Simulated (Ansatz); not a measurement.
Coupled-cluster run, CH₅FSSn, SMILES `F[CH2][SnH2][SH]`.

```yaml
crystal:
  periodic: [false, false, false]
  atoms:
    - {symbol: F, position_ang: [-0.623180, 1.459200, -1.211844]}
    - {symbol: C, position_ang: [0.579438, 0.958232, -0.737862]}
    - {symbol: Sn, position_ang: [0.211832, -0.951316, 0.220464]}
    - {symbol: S, position_ang: [-1.308689, -0.532782, 2.032487]}
    - {symbol: H, position_ang: [0.990816, 1.668503, -0.017100]}
    - {symbol: H, position_ang: [1.268989, 0.857608, -1.580142]}
    - {symbol: H, position_ang: [-0.480333, -2.040182, -0.897403]}
    - {symbol: H, position_ang: [1.624568, -1.589471, 0.932303]}
    - {symbol: H, position_ang: [-2.175141, 0.123907, 1.242098]}
basis:
  gaussian: {orbitals: def2-TZVPP}
correlation: {method: ccsd_t}
output: {orbitals: {seedname: orbitals}}
```

```sh
$ ansatz run in.yaml --threads 4 --pin off --events-out ev --progress --plain --max-ram 10444MiB
```

Log, shortened:

```
Functional definition: HF
1482 factors; integrals over basis functions are off by at most 8.7e-4 eV
mean field evaluation 1: about -20438.0915 eV, gradient 2.6e1 eV
mean field evaluation 2: about -20438.2808 eV, gradient 2.6e1 eV
mean field evaluation 4: about -20440.1991 eV, gradient 3.4e0 eV
mean field evaluation 8: about -20440.2408 eV, gradient 2.8e-1 eV
mean field -20440.24116271 eV, -751.1650078366 hartree, gradient 3.0e-6 eV, S^2 0.000000; 0 other end points of the search recorded, 0 dependent functions left out
11 core orbitals not correlated: weight in the atoms' cores, before any rotation towards them, 1.000 or more for the frozen orbitals, at most 0.000 for the correlated occupied ones
reference -20440.24116271 eV, -751.1650078366 hartree; 18, 18 occupied and 195, 195 virtual orbitals, 1482 factors
second order -25.36324106 eV of doubles, -0.00000000 eV of singles
cycle   1  -25.54407610 eV  change   -1.8e-1 eV  update   1.1e-1
cycle   2  -26.16581390 eV  change   -6.2e-1 eV  update   3.2e-2
cycle   3  -26.28050875 eV  change   -1.1e-1 eV  update   1.7e-2
cycle   4  -26.26953691 eV  change    1.1e-2 eV  update   4.0e-3
cycle   5  -26.26610692 eV  change    3.4e-3 eV  update   1.8e-3
cycle   6  -26.26660660 eV  change   -5.0e-4 eV  update   5.4e-4
cycle   7  -26.26646473 eV  change    1.4e-4 eV  update   2.3e-4
cycle   8  -26.26636533 eV  change    9.9e-5 eV  update   7.0e-5
cycle   9  -26.26639258 eV  change   -2.7e-5 eV  update   2.8e-5
perturbative correction -0.90490244 eV, -0.0332545513 hartree
Total energy: -20467.41245774 eV, -752.1635345113 hartree
```

Hardware: 4 threads of an Arm Neoverse V2 on a shared host. Wall time 2.1 min, peak host memory 4 GiB.

Correlation energy per correlated electron: -0.755 eV. T1 diagnostic: 0.0123.
